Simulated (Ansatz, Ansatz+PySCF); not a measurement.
```xyz
2

Be    0.0000    0.0000   -0.8923
O     0.0000    0.0000    0.4462
```

Basis set: def2-SVP (spherical functions). Correlated methods keep 1 orbital frozen. Charge 0, multiplicity 1.

Computed with Ansatz (development build ahead of 0.2.0); each method stands on the lowest determinant of its kind that the runs found. Restricted open shells among the atoms or ions are ROHF, correlated in semicanonical orbitals with singles. Restricted functionals stand beside restricted open-shell atoms, which can lie above the unrestricted atoms usual in DFT and then raise those values.

The atomization energy at this shape (free ground-state atoms in the same class of orbitals less the molecule, no zero-point energy) of singlet BeO:

```tsv
method	atomization energy
ωB97X (restricted)	4.42 eV
ωB97X (unrestricted)	4.34 eV
r²SCAN (unrestricted)	4.68 eV
PBE (restricted)	5.10 eV
PBE (unrestricted)	5.05 eV
PBE0 (restricted)	4.38 eV
PBE0 (unrestricted)	4.31 eV
RHF-CCSD(T)	3.44 eV
RHF-CCSD	3.21 eV
RHF-MP2	4.42 eV
UHF	2.02 eV
RHF	1.42 eV
```

Task: What does r²SCAN (restricted) give?

Result: 4.76 eV. Caution for RHF-CCSD(T), RHF-CCSD, RHF-MP2, RHF: an unrestricted determinant lies well below. Caution for UHF: a free atom is spin contaminated; the unrestricted determinant is a mixture of spin states.
